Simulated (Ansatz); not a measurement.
CH9BOSi2 (`C[SiH]([SiH3])BO`), relaxed with RKS PBE-D4/def2-SVP in Ansatz from a rough embedded geometry. The force threshold is 0.03 eV/Å; the program also tests the step.

Charge 0, multiplicity 1.

Start:

```xyz
14

C     0.912    0.273    1.520
Si    0.444   -0.556   -0.079
Si    0.595    0.930   -1.700
B    -1.363   -1.188   -0.083
O    -2.486   -0.336    0.196
H     1.876    0.655    1.516
H     0.154    1.110    1.721
H     0.762   -0.466    2.332
H     1.379   -1.619   -0.308
H    -0.324    2.076   -1.443
H     1.987    1.492   -1.734
H     0.288    0.350   -3.005
H    -1.616   -2.415   -0.158
H    -2.607   -0.307    1.225
```

Task: How much energy does the relaxation release, and in how many steps? (Estimate.)

Result: Computed: 33.76 kcal/mol, in 17 steps, 1 of them rejected.

Task: Which bonds change most? (Estimate.)

Result: The calculation gave: Si2–Si3 from 2.204 to 2.361 Å; Si2–B4 from 1.914 to 2.026 Å; Si2–H9 from 1.434 to 1.513 Å; B4–O5 from 1.437 to 1.362 Å.

Task: Give the relaxed structure. (Estimate.)

Result: Ansatz gave: 
```xyz
14

C     0.982    0.380    1.629
Si    0.455   -0.516    0.036
Si    0.682    0.933   -1.815
B    -1.477   -1.127    0.053
O    -2.294   -0.646    1.031
H     2.016    0.772    1.559
H     0.297    1.229    1.828
H     0.929   -0.309    2.497
H     1.371   -1.686   -0.247
H    -0.219    2.133   -1.657
H     2.096    1.440   -1.955
H     0.304    0.240   -3.100
H    -1.930   -1.877   -0.807
H    -3.213   -0.964    0.945
```
